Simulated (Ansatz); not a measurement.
Consider the substitution at a C–F bond: `FC1BO1` + HBr → `BrC1BO1` + H–F.

Program: Ansatz. Geometries: PBE0-D4/def2-TZVP. ΔE: electronic, gas phase. CCSD(T)/CBS is the MP2 limit (def2-TZVPP, def2-QZVPP) plus CCSD(T) − MP2 in def2-TZVPP, frozen cores. This one scheme is used for every species. Functionals use def2-TZVPP. B3LYP here is the variant with VWN-RPA as its local correlation; programs differ in this. For Br outer-core shells are correlated without core-valence functions, which leaves a few kJ/mol of doubt a bond. Scalar relativity is left out up to krypton.

CCSD(T)/CBS gives -0.19 eV.

(1) Another level gave -0.07 eV. Which?
A. B3LYP-D4/def2-TZVPP
B. LDA (SPW92)/def2-TZVPP
C. revPBE-D4/def2-TZVPP
D. CAM-B3LYP/def2-TZVPP

Largest T1 diagnostic among the species: 0.016.

Results:

(1) A. B3LYP-D4 -0.07, LDA (SPW92) -0.02, revPBE-D4 -0.15, CAM-B3LYP 0.04 eV.

At CCSD(T), def2-SVP lies +0.36 eV from the extrapolated value and def2-TZVPP +0.05 eV. Leaving LDA and LC-ωPBE aside and taking each functional with its dispersion term where it has one, the values, not all of them listed here, spread over 0.16 eV, from revPBE-D4 to CAM-B3LYP-D4. LDA lies +0.05 eV from PBE without D4. In def2-TZVPP, CCSD(T) changes the Hartree–Fock value by −0.22 eV (the triples alone add −0.03 eV) and MP2 by −0.34 eV.
